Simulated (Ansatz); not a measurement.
Frontier orbitals of C$_{4}$H$_{9}$AlF$_{2}$, SMILES `CC(C)[CH2][Al]([F])[F]`.

The species carries charge 0 and has multiplicity 1. All single points use the PBE0-D4/def2-TZVP geometry. It is one conformer, not always the lowest. Basis def2-TZVPP, the Gaussian-basis code of Ansatz.

Orbital energies of one run (eV). Highest occupied ones, from the top: -7.48, -8.45, -8.68, -9.12, -9.66, -9.94, -9.97, -10.04, -10.23, -10.35, -10.96, -11.00, -11.48, -11.93. Empty: -1.16, -0.78, 0.58, 1.01, 1.48, 1.67.

**Question.** Which functional gave them?
A. LC-ωPBE
B. r2SCANh
C. ωB97M-V
D. B97M-V

**Answer.** D. HOMO energies: B97M-V -7.48, r2SCANh -7.85, ωB97M-V -10.68, LC-ωPBE -11.15 eV.

LC-ωPBE has ω = 0.4 bohr⁻¹.
